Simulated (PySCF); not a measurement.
Compound: C4H4Cl3 (doublet state).
Geometry (GFN2-xTB, Å), atoms numbered from 1 in this order:
```xyz
11
C4H4Cl3 angstrom
C     -2.119   -0.186   -0.041
C     -0.812   -0.350    0.323
C      0.236    0.284   -0.320
C      1.651    0.152    0.019
Cl     2.570   -0.456   -1.415
Cl     1.991   -0.921    1.375
Cl     2.340    1.778    0.412
H     -2.393    0.456   -0.859
H     -2.910   -0.693    0.479
H     -0.581   -1.006    1.151
H      0.033    0.945   -1.150
```

The hyperfine couplings belong to this conformer and change with its torsions.

Identity: `[CH2]/C=C/C(Cl)(Cl)Cl` [radical].

Method: UKS B3LYP, pcH-1 on C Cl H, non-relativistic, mean-field spin-orbit, GIAO in PySCF 2.14.0. Isolated species at its GFN2-xTB geometry (one conformer only). A GFN2-xTB geometry isn't a minimum of the functional, and hyperfine couplings can be far from their values at a DFT geometry. No stability test was run, so a lower SCF solution isn't excluded. ⟨S²⟩ is 0.775 where a pure state has 0.75.

What is the g tensor, term by term?

```
                    Δg (ppm)      1     2     3
relativistic mass correction   -168  -168  -168
            gauge correction     20    35    -6
   orbital Zeeman/spin–orbit  -2833   251  1245
                       total  -2980   118  1070
```

So g = 1.99934, 2.00244, 2.00339 and g_iso = 2.00172; the tensor is rhombic: the two nearest values differ by 24 % of g3 − g1. Axes: g2 points within 7° of the C3–C4 bond.

What are the electron Larmor frequencies g μB B/h along the three axes at 350 mT?

9.7941, 9.8093, 9.8140 GHz for g1, g2 and g3, a range of 19.8 MHz.

What effective moment and Curie constant follow for a powder?

With the mean of g² = 4.0069 and S(S+1) = 0.75: μ_eff = √(⟨g²⟩S(S+1)) = 1.734 μB and χT = 0.12505·⟨g²⟩·S(S+1) = 0.376 cm³ K/mol (cgs; spin-Hamiltonian part alone).

In a frozen sample, at which fields do the three g values resonate at 9.5, 34, 94 and 263 GHz (hyperfine left aside), and which band first spreads them over more than twice a line width of 0.3 mT?

```csv
band,GHz,B(g3) mT,B(g2) mT,B(g1) mT,spread mT
X,9.5,338.80,338.96,339.49,0.69
Q,34.0,1212.56,1213.13,1215.01,2.46
W,94.0,3352.36,3353.96,3359.15,6.79
J,263.0,9379.48,9383.94,9398.48,19.00
```

The spread grows in proportion to the frequency. X band is the first where it exceeds 0.6 mT.

Largest spin populations (Mulliken): C1 (+0.65), C3 (+0.61) and C2 (-0.25). The positive populations add up to 1.36 and the negative ones to -0.36, together 2S = 1. The angles at C1 add up to 360.0°, so it is planar; its axial dipolar tensor and the negative couplings of its protons fit spin in a p orbital normal to that plane.

The HOMO–LUMO gaps are 5.21 eV among the α and 5.04 eV among the β orbitals.
